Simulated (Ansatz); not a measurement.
```yaml
crystal:
  periodic: [false, false, false]
  atoms:
    - {symbol: C, position_ang: [-0.882868, -1.727910, 1.381034]}
    - {symbol: Si, position_ang: [0.958577, 0.049156, -0.937764]}
    - {symbol: F, position_ang: [3.878806, -0.009163, -0.327543]}
    - {symbol: F, position_ang: [0.584627, -1.002566, -3.704996]}
    - {symbol: C, position_ang: [0.040889, 3.411923, -1.031492]}
    - {symbol: N, position_ang: [-0.611220, 5.486587, -1.006044]}
    - {symbol: H, position_ang: [-0.604284, -0.950318, 3.272503]}
    - {symbol: H, position_ang: [-2.894361, -1.635934, 0.927919]}
    - {symbol: H, position_ang: [-0.302927, -3.709271, 1.394066]}
basis:
  gaussian: {orbitals: def2-SVP, nuclear_model: gaussian}
hamiltonian: {xc: {name: HF}, pseudopotentials: {relativity: scalar}}
output: {forces: true}
```

```sh
$ ansatz run in.yaml --threads 4 --pin off --events-out ev --progress --plain --max-ram 10444MiB
```

Output, abridged:

```
Functional definition: HF
1011 factors; integrals over basis functions are off by at most 5.3e-4 eV
mean field evaluation 1: about -16794.8912 eV, gradient 1.0e2 eV
mean field evaluation 2: about -16794.9328 eV, gradient 1.0e2 eV
mean field evaluation 4: about -16673.8665 eV, gradient 1.5e2 eV
mean field evaluation 8: about -16830.3999 eV, gradient 1.7e1 eV
mean field evaluation 16: about -16832.8877 eV, gradient 5.3e0 eV
mean field evaluation 32: about -16833.1946 eV, gradient 1.4e-1 eV
mean field evaluation 96: about -16833.1053 eV, gradient 1.1e0 eV
mean field evaluation 128: about -16833.1814 eV, gradient 4.8e-2 eV
mean field evaluation 192: about -16832.9926 eV, gradient 6.6e-1 eV
mean field evaluation 640: about -16833.0947 eV, gradient 1.0e-1 eV
mean field evaluation 704: about -16833.1931 eV, gradient 4.9e-1 eV
mean field -16833.19607523 eV, -618.6085458145 hartree, gradient 2.9e-8 eV, S^2 0.000000; 4 other end points of the search recorded, 0 dependent functions left out
reference -16833.19607523 eV, -618.6085458145 hartree; 27, 27 occupied and 76, 76 virtual orbitals, 1011 factors
Total energy: -16833.19607523 eV, -618.6085458145 hartree
Relativity: scalar
Atom 0 at    -0.882868    -1.727910     1.381034 Å, force    -1.624991    -1.721467     2.091379 eV/Å
Atom 1 at     0.958577     0.049156    -0.937764 Å, force     2.427574    -1.313137    -1.981760 eV/Å
Atom 2 at     3.878806    -0.009163    -0.327543 Å, force    -3.082558     0.103651    -0.544650 eV/Å
Atom 3 at     0.584627    -1.002566    -3.704996 Å, force     0.287654     1.119891     2.910729 eV/Å
Atom 4 at     0.040889     3.411923    -1.031492 Å, force    -1.769777     4.543101     0.389654 eV/Å
Atom 5 at    -0.611220     5.486587    -1.006044 Å, force     1.720606    -4.925850    -0.228844 eV/Å
Atom 6 at    -0.604284    -0.950318     3.272503 Å, force    -0.454940    -1.347969    -3.358011 eV/Å
Atom 7 at    -2.894361    -1.635934     0.927919 Å, force     3.563961    -0.144545     0.756966 eV/Å
Atom 8 at    -0.302927    -3.709271     1.394066 Å, force    -1.067529     3.686324    -0.035463 eV/Å
Dipole moment:    -1.963543     1.638839     1.433274 e Å
```

In this input the coordinates are in bohr but typed as ångström. Self-consistency was reached. The result belongs to that input, not to the molecule as meant.
